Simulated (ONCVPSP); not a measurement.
# arsenic (As) ONCV: all-electron and pseudo phase curves

| Quantity | Value |
| --- | --- |
| Element | As (Z = 33) |
| Generator | ONCVPSP 4.0.1 |
| Type | optimised norm-conserving Vanderbilt (ONCV) |
| Functional | PBE |
| Relativity | scalar-relativistic |
| Frozen core | [Ar] |
| Valence charge | 15 |
| Reference configuration | 3d10 4s1.5 4p3.5 |
| Partial waves | 4s: rc 1.45 bohr, ncon 4, nbas 7, qcut 4.6 1/bohr, 1 projector; 4p: rc 1.70 bohr, ncon 4, nbas 7, qcut 3.9 1/bohr, 2 projectors, debl 1.8 Ha; 3d: rc 1.10 bohr, ncon 4, nbas 9, qcut 14 1/bohr, 1 projector; f scattering state at 0.19 Ha: rc 1.25 bohr, ncon 4, nbas 8, qcut 9.9 1/bohr, 2 projectors, debl 1.8 Ha |
| Local potential | polynomial inside 0.75 bohr (lpopt 3, dvloc0 0 Ha) |
| Core correction | polynomial model core, fcfact 0.6 |

The phase is arctan(r·R′/R) of the radial function R(r), unwrapped; energies in Ha, scanned from -3 to 5 Ha. A pole is an energy at which the radial function vanishes at the test radius. The pseudo phase is shifted by a multiple of π to meet the all-electron one at the reference energy, and phase errors are pseudo minus all-electron; the curves can meet again beyond the range given. Levels narrower than the energy grid can be missing from the lists of poles.

```tsv
channel	radius (bohr)	reference energy (Ha)	poles, all-electron	poles, pseudo	unbroken range about the reference energy with phases within 0.05 rad	phase error 1 Ha above the reference energy (rad)
s	1.47	-0.55	3.79	3.08	below 3.2	-0.008
p	1.72	-0.20	2.70	2.67, 3.74	below 3.3	-0.000
d	1.12	-1.52	-0.69	-0.67	below 1.3	+0.007
f	1.27	0.19	none	none	the whole range	+0.000
```

Note: ghosts flagged at negative energy: s at -183.7 eV; GHOST(+) flagged for p at 101.5 eV. A true bound ghost makes a file unfit for plane-wave use.

Phases in the f channel:

```json
{"E (Ha)": "-2.98", "all-electron": "1.247", "pseudo": "1.247"}
{"E (Ha)": "-2.54", "all-electron": "1.229", "pseudo": "1.229"}
{"E (Ha)": "-2.10", "all-electron": "1.208", "pseudo": "1.208"}
{"E (Ha)": "-1.66", "all-electron": "1.183", "pseudo": "1.183"}
{"E (Ha)": "-1.22", "all-electron": "1.153", "pseudo": "1.153"}
{"E (Ha)": "-0.78", "all-electron": "1.117", "pseudo": "1.117"}
{"E (Ha)": "-0.34", "all-electron": "1.072", "pseudo": "1.072"}
{"E (Ha)": "0.10", "all-electron": "1.015", "pseudo": "1.015"}
{"E (Ha)": "0.54", "all-electron": "0.941", "pseudo": "0.941"}
{"E (Ha)": "0.98", "all-electron": "0.841", "pseudo": "0.841"}
{"E (Ha)": "1.42", "all-electron": "0.702", "pseudo": "0.702"}
{"E (Ha)": "1.86", "all-electron": "0.504", "pseudo": "0.504"}
{"E (Ha)": "2.30", "all-electron": "0.228", "pseudo": "0.228"}
{"E (Ha)": "2.74", "all-electron": "-0.119", "pseudo": "-0.119"}
{"E (Ha)": "3.18", "all-electron": "-0.471", "pseudo": "-0.471"}
{"E (Ha)": "3.62", "all-electron": "-0.759", "pseudo": "-0.759"}
{"E (Ha)": "4.06", "all-electron": "-0.968", "pseudo": "-0.968"}
{"E (Ha)": "4.50", "all-electron": "-1.115", "pseudo": "-1.115"}
{"E (Ha)": "4.94", "all-electron": "-1.222", "pseudo": "-1.222"}
```
